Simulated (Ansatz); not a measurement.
The first iterations of a band of AlClF2 + H2 (6 atoms, charge 0, multiplicity 1).

All numbers below come from Ansatz, RKS PBE0-D4/def2-SVPD.

```json
{"movable images": "7", "climbing image": "yes", "spring": "50.0 eV/Å²", "optimiser": "quadratic models (default)", "start path": "through a guess of the saddle point", "force threshold": "0.05 eV/Å", "iteration limit": "60", "end points": "relaxed"}
```

First end point:

```xyz
6
Properties=species:S:1:pos:R:3
Al 0.006 0.048 0.293
Cl -0.009 0.765 2.255
F 1.436 -0.032 -0.551
F -1.420 -0.113 -0.545
H 0.068 -2.064 0.418
H 0.063 -1.870 1.164
```

Last end point:

```xyz
6
Properties=species:S:1:pos:R:3
Al -0.236 -0.840 -0.181
Cl -0.119 -0.206 2.311
F 1.360 -0.278 -0.223
F -1.410 0.252 -0.664
H -0.525 -2.377 -0.178
H 1.074 0.184 1.970
```

| iteration | highest image above the first end (eV) | largest band force component (eV/Å) |
| --- | --- | --- |
| 1 | 3.340 | 13.798 |
| 2 | 1.776 | 8.820 |
| 3 | 1.650 | 7.946 |
| 4 | 1.599 | 3.200 |
| 5 | 1.634 | 1.820 |

Question: Does the band converge within its limit, and where does its top end?

Answer: The run converged. It ended after 15 iterations with the highest image 1.364 eV above the first end. Another band between the same ends (7 images) ends at a top of the same energy, where a vibrational analysis finds 1 clearly imaginary mode. The orbitals stay closed-shell, which can raise the energy where a bond breaks towards radicals; this wasn't checked here.

Run time: 2.4 min on 4 threads of Arm Neoverse V1, with other jobs on the host, peak memory 0.25 GiB.
